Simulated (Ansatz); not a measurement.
```yaml
crystal:
  periodic: [false, false, false]
  atoms:
    - {symbol: O, position_ang: [-0.061351, -2.095675, 1.835180]}
    - {symbol: S, position_ang: [-0.038707, -1.711848, 0.416383]}
    - {symbol: O, position_ang: [-0.047262, -2.704736, -0.667557]}
    - {symbol: C, position_ang: [-1.432148, -0.609338, 0.140105]}
    - {symbol: C, position_ang: [-1.974889, -0.511545, -1.143641]}
    - {symbol: C, position_ang: [-3.062607, 0.340482, -1.349672]}
    - {symbol: C, position_ang: [-3.594437, 1.070013, -0.280722]}
    - {symbol: C, position_ang: [-3.049736, 0.946331, 1.002277]}
    - {symbol: C, position_ang: [-1.962401, 0.097637, 1.222499]}
    - {symbol: C, position_ang: [1.403282, -0.666125, 0.170131]}
    - {symbol: C, position_ang: [1.962839, -0.012958, 1.271228]}
    - {symbol: C, position_ang: [3.088074, 0.791177, 1.074410]}
    - {symbol: C, position_ang: [3.639520, 0.924988, -0.204544]}
    - {symbol: C, position_ang: [3.076980, 0.249166, -1.293073]}
    - {symbol: C, position_ang: [1.952133, -0.558557, -1.110392]}
    - {symbol: H, position_ang: [-1.555166, -1.112691, -1.954560]}
    - {symbol: H, position_ang: [-3.502924, 0.428465, -2.346908]}
    - {symbol: H, position_ang: [-4.447671, 1.733902, -0.447060]}
    - {symbol: H, position_ang: [-3.479970, 1.506405, 1.837321]}
    - {symbol: H, position_ang: [-1.533819, -0.037720, 2.219070]}
    - {symbol: H, position_ang: [1.526126, -0.155952, 2.263181]}
    - {symbol: H, position_ang: [3.541917, 1.308468, 1.924432]}
    - {symbol: H, position_ang: [4.522133, 1.553861, -0.352659]}
    - {symbol: H, position_ang: [3.522211, 0.344220, -2.287466]}
    - {symbol: H, position_ang: [1.507875, -1.117949, -1.937961]}
basis:
  gaussian: {orbitals: def2-TZVP}
magnetization: {spin_polarized: true, initial_magnetization: 2}
hamiltonian: {xc: pbe0, dispersion: d4}
scf: {omitted_lower_state_checks: [starts]}
output: {orbitals: {seedname: orbitals}}
```

```sh
$ ansatz run in.yaml --threads 4 --pin off --events-out ev --progress --plain --max-ram 6963MiB
```

Question: Does this run fit into the memory that it is given?

Answer: No. It has 531 basis functions, and Ansatz plans for 9 GiB where 7 GiB are given.
